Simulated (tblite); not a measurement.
Compound: C5H7BrNP.
Numbering: `[CH3:1][c:2]1[cH:3][p:4][c:5]([Br:6])[n:7]1[CH3:8]` (hydrogens: H9, H10, H11 on C1; H12 on C3; H13, H14, H15 on C8)

Computed with GFN2-xTB (tblite), gas phase: L-BFGS steps from a force-field or distance-geometry start until the largest atomic force falls under 0.01 eV/Å.

Step 7: E = -647.5588 eV
```
atom  x, y, z in Å  |  force x, y, z in eV/Å
C1     -1.6341   -0.7938    0.3475   -0.024  -0.050   0.022
C2     -0.7149    0.3201   -0.0109   -0.029   0.084  -0.046
C3     -1.0967    1.6010   -0.2938   -0.047   0.061   0.011
P4      0.2437    2.6606   -0.6793   -0.091   0.136  -0.033
C5      1.2639    1.2986   -0.4412    0.010   0.083  -0.014
Br6     3.1363    1.3682   -0.6367    0.170  -0.185   0.031
N7      0.6369    0.1449   -0.0952   -0.019   0.086  -0.038
C8      1.3372   -1.0858    0.1402    0.026  -0.055   0.020
H9     -2.6560   -0.4294    0.3544   -0.028   0.056  -0.008
H10    -1.4100   -1.1885    1.3354    0.033  -0.034   0.116
H11    -1.5725   -1.6088   -0.3698    0.027  -0.067  -0.089
H12    -2.1124    1.9490   -0.2811   -0.052  -0.091   0.022
H13     2.0470   -0.9727    0.9586    0.071   0.055   0.100
H14     0.6317   -1.8666    0.3951   -0.078  -0.092   0.023
H15     1.8952   -1.3889   -0.7452    0.031   0.012  -0.116
```

Step 8: E = -647.5635 eV
```
atom  x, y, z in Å  |  force x, y, z in eV/Å
C1     -1.6335   -0.7956    0.3482    0.010  -0.005   0.004
C2     -0.7154    0.3197   -0.0108   -0.030   0.104  -0.046
C3     -1.0981    1.6017   -0.2935   -0.046  -0.015   0.027
P4      0.2405    2.6632   -0.6794   -0.092   0.125  -0.031
C5      1.2588    1.3008   -0.4417    0.145   0.020  -0.008
Br6     3.1364    1.3530   -0.6328    0.115  -0.137   0.024
N7      0.6359    0.1448   -0.0952   -0.008   0.099  -0.044
C8      1.3391   -1.0870    0.1403   -0.020   0.027   0.005
H9     -2.6526   -0.4220    0.3521   -0.028  -0.010   0.010
H10    -1.4054   -1.1876    1.3377   -0.008  -0.030   0.062
H11    -1.5683   -1.6087   -0.3730   -0.005  -0.042  -0.038
H12    -2.1159    1.9433   -0.2797   -0.050  -0.067   0.018
H13     2.0500   -0.9687    0.9590    0.025   0.021   0.064
H14     0.6262   -1.8628    0.3945   -0.001  -0.089   0.017
H15     1.8979   -1.3861   -0.7477   -0.005   0.001  -0.063
```

Step 9: E = -647.5663 eV
```
atom  x, y, z in Å  |  force x, y, z in eV/Å
C1     -1.6333   -0.7971    0.3487    0.033   0.032  -0.010
C2     -0.7163    0.3211   -0.0116    0.002   0.024  -0.019
C3     -1.0995    1.6026   -0.2930   -0.060  -0.004   0.018
P4      0.2374    2.6668   -0.6801   -0.047   0.056  -0.016
C5      1.2581    1.3034   -0.4423    0.151   0.005  -0.006
Br6     3.1393    1.3421   -0.6303    0.060  -0.102   0.020
N7      0.6354    0.1464   -0.0960    0.008   0.083  -0.037
C8      1.3399   -1.0876    0.1406   -0.042   0.071  -0.008
H9     -2.6514   -0.4183    0.3512   -0.009  -0.055   0.019
H10    -1.4032   -1.1877    1.3403   -0.032  -0.014  -0.002
H11    -1.5662   -1.6095   -0.3755   -0.021  -0.005   0.014
H12    -2.1191    1.9390   -0.2786   -0.041  -0.049   0.014
H13     2.0521   -0.9661    0.9605   -0.027  -0.002   0.008
H14     0.6232   -1.8627    0.3946    0.063  -0.044   0.003
H15     1.8991   -1.3845   -0.7503   -0.040   0.005   0.002
```

**Question.** Estimate the geometry and energy of step 10. (The exact step hangs on the optimiser's Hessian estimate; all steps are aligned on step 9, rigid shifts and turns removed.)

**Answer.** E = -647.5679 eV, largest force 0.087 eV/Å
```
atom  x, y, z in Å  |  force x, y, z in eV/Å
C1     -1.6327   -0.7974    0.3489    0.033   0.031  -0.012
C2     -0.7166    0.3222   -0.0125    0.019   0.014  -0.009
C3     -1.1012    1.6037   -0.2925   -0.017  -0.018   0.011
P4      0.2350    2.6694   -0.6807   -0.004  -0.010  -0.001
C5      1.2601    1.3057   -0.4428    0.084   0.020  -0.007
Br6     3.1427    1.3348   -0.6287    0.032  -0.078   0.017
N7      0.6354    0.1488   -0.0972    0.020   0.040  -0.021
C8      1.3396   -1.0868    0.1407   -0.037   0.076  -0.014
H9     -2.6512   -0.4177    0.3511    0.008  -0.069   0.021
H10    -1.4027   -1.1881    1.3418   -0.037   0.000  -0.042
H11    -1.5656   -1.6101   -0.3766   -0.023   0.020   0.042
H12    -2.1217    1.9359   -0.2777   -0.053  -0.028   0.011
H13     2.0526   -0.9648    0.9617   -0.057  -0.009  -0.029
H14     0.6229   -1.8639    0.3947    0.087  -0.001  -0.007
H15     1.8989   -1.3836   -0.7518   -0.056   0.013   0.040
```

The energy changes by -0.0016 eV. The first-order estimate −F·Δx gives -0.0023 eV and the mean of the old and new forces, exact on a quadratic surface, -0.0017 eV. The step makes an angle of 47° with the force vector and moves no atom by more than 0.008 Å.
